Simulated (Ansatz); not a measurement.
Two isomers of CH7FGe2: A = `F[CH2][GeH2][GeH3]`, B = `[F][GeH2][CH2][GeH3]`.

Program: Ansatz. Geometries: PBE0-D4/def2-TZVP. ΔE: electronic, gas phase. CCSD(T)/CBS adds triple-zeta CCSD(T) − MP2 to the extrapolated MP2 energy (def2 sets, frozen cores). DFT in def2-TZVPP. B3LYP here is the variant with VWN-RPA as its local correlation; programs differ in this. For Ge outer-core shells are correlated without core-valence functions, which leaves a few kJ/mol of doubt a bond. Scalar relativity is left out up to krypton. Each species was taken in one conformer, which may not be the lowest.

**Question.** Which is lower in electronic energy at CCSD(T)/CBS, and by how much? (Estimate.)

**Answer.** Computed: B, by 137.0 kJ/mol.

**Question.** Give E(B) − E(A) in kJ/mol with PBE0-D4, HF/def2-TZVPP, CCSD(T)/def2-TZVPP, ωB97M-V, B3LYP-D4, CCSD/def2-TZVPP, B2PLYP. (Estimate.)

**Answer.** Computed: PBE0-D4 -119.6, HF/def2-TZVPP -139.2, CCSD(T)/def2-TZVPP -135.9, ωB97M-V -128.8, B3LYP-D4 -120.8, CCSD/def2-TZVPP -135.9, B2PLYP -131.6. None reverses the order clearly.

Largest T1 diagnostic: 0.012.

From PBE to PBE0 (25 % exact exchange), in def2-TZVPP and without D4, E(B) − E(A) moves by −7.1 kJ/mol.
